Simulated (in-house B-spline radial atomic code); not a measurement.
As. Computed with a B-spline radial atomic code. Model: all-electron spherical atom, spin shells full or empty, radial basis limit, no spin-orbit coupling, Breit or QED, empty-state partial waves extrapolated as (l+1/2)^-4, RPA, G0W0 and static COHSEX of the highest shell as one setting changes (uncorrelated shells keep exact exchange).

Given: element As; charge 0; filled core Ar; hamiltonian one-electron scalar X2C; mean-field start PBE; highest l of empty states 9; nuclear rms radius 4.0968 fm; highest mean-field shell 4p up.

Shell: 3d 5 5, 4s 1 1, 4p 3 0 (electrons up and down).

| natural log step of frequency grid | RPA correlation energy (hartree) | G0W0 level (eV) | G0W0 minus most complete (meV) | RPA minus most complete (millihartree) | linearised minus solved G0W0 (meV) |
| --- | --- | --- | --- | --- | --- |
| 0.25 | -2.4233 | -9.6383 | 0 | 0 | -166.1 |
| 0.4 | -2.4233 | -9.6383 | 0 | 0 | -166.1 |
| 0.6 | -2.4233 | -9.6383 | 0 | 0 | -166.1 |
| 0.9 | -2.4233 | -9.6383 | 0 | 0 | -166.1 |
| 1.3 | -2.4235 | -9.6373 | 1 | -0.2 | -166.2 |
| 1.8 | ? | ? | ? | ? | ? |
| 2.5 | ? | ? | ? | ? | ? |
| 3.5 | -2.3992 | -9.807 | -168.7 | 24.1 | -219.4 |

Q: What follows for natural log step of frequency grid = 2.5?

A: RPA correlation energy -2.443 hartree; G0W0 level -9.6427 eV; G0W0 minus most complete -4.4 meV; RPA minus most complete -19.7 millihartree; linearised minus solved G0W0 -164.6 meV.

Q: What follows for natural log step of frequency grid = 1.8?

A: RPA correlation energy -2.4178 hartree; G0W0 level -9.6435 eV; G0W0 minus most complete -5.3 meV; RPA minus most complete 5.5 millihartree; linearised minus solved G0W0 -166.7 meV.
